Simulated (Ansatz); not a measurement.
Clusters of 6 atoms, capped: PBE-D4/def2-TZVPD single points in Ansatz on relaxed structures, gas phase. Each cluster is the lowest isomer that a short search found in that spin, judged at the geometry's level, and lower ones may exist. Core potentials for Pt, no spin–orbit coupling. HOMO and LUMO are taken over both spins. A negative affinity means that the extra electron isn't bound at that geometry and level; within about 0.2 eV of zero the sign isn't settled. Binding counts from free atoms in the multiplicity of their measured ground term, without zero-point energy. Singlets are spin-restricted. The spins of the ions were chosen, not always searched. A dash marks a value that wasn't run or was left out as unsound. The structures are stationary points that may keep the symmetry of their start. Remarks come from the PBE and PBE0 runs and from stability tests at other levels; not every state was tested. A HOMO above zero means that the electron is unbound at that level and held by the basis, or that self-interaction error raises the level; the energy of removing that electron tells which. HOMO above LUMO (over both spins in singlets and doublets, within one spin in higher multiplets; at PBE or PBE0), or a gap under 0.15 eV within one spin, warns that the state may not be the lowest or that an electron is smeared out.

| species | atoms | state | geometry | HOMO (eV) | LUMO (eV) | gap (eV) | vertical EA (eV) | binding per atom (eV) | lowest of the spins relaxed | point group (within 0.1 Å) | remarks |
| --- | --- | --- | --- | --- | --- | --- | --- | --- | --- | --- | --- |
| Ga2F4 | 6 | singlet | r2SCAN-D4/def2-SVP | -8.54 | -3.34 | 5.20 | 0.83 | 3.65 | – | D2d | HOMO above zero (-1 doublet), gap within one spin near zero at PBE or PBE0 (-1 doublet) |
| Al4F2⁻ | 6 | doublet | PBE-D4/def2-SVPD | -0.17 | – | – | – | – | – | Cs | spin-contaminated (⟨S²⟩ up to 0.84) |
| Ge2H4 | 6 | singlet | r2SCAN-D4/def2-TZVP | -5.96 | -2.87 | 3.08 | 0.46 | 2.39 | – | – | HOMO above zero (-1 doublet) |
| Al3Cl3 | 6 | singlet | r2SCAN-D4/def2-SVP | -5.55 | -3.74 | 1.81 | 1.69 | 2.89 | – | – | restricted SCF unstable in HF, HOMO above zero (-1 doublet) |
| C2H4 | 6 | singlet | r2SCAN-D4/def2-TZVP | -6.78 | -1.01 | 5.77 | -1.55 | 4.14 | – | D2h | HOMO above zero (-1 doublet) |
| Al2H4⁻ | 6 | doublet | r2SCAN-D4/def2-TZVPD | 0.70 | – | – | – | – | doublet, of doublet/quartet | D2h | HOMO above zero at PBE or PBE0, HOMO above zero (quartet) |
| B3F3 | 6 | singlet | PBE0-D4/def2-SVP | -5.21 | -4.18 | 1.03 | 1.27 | 4.74 | – | C2v | HOMO above zero (-1 doublet) |
| Pt2H4 | 6 | singlet | B3LYP-D4/def2-TZVP | -5.85 | -3.52 | 2.33 | 1.29 | 2.68 | – | Ci | HOMO above zero (-1 doublet) |

The gap (eV) runs from 1.03 (B3F3) to 5.77 (C2H4). The vertical EA (eV) runs from -1.55 (C2H4) to 1.69 (Al3Cl3).
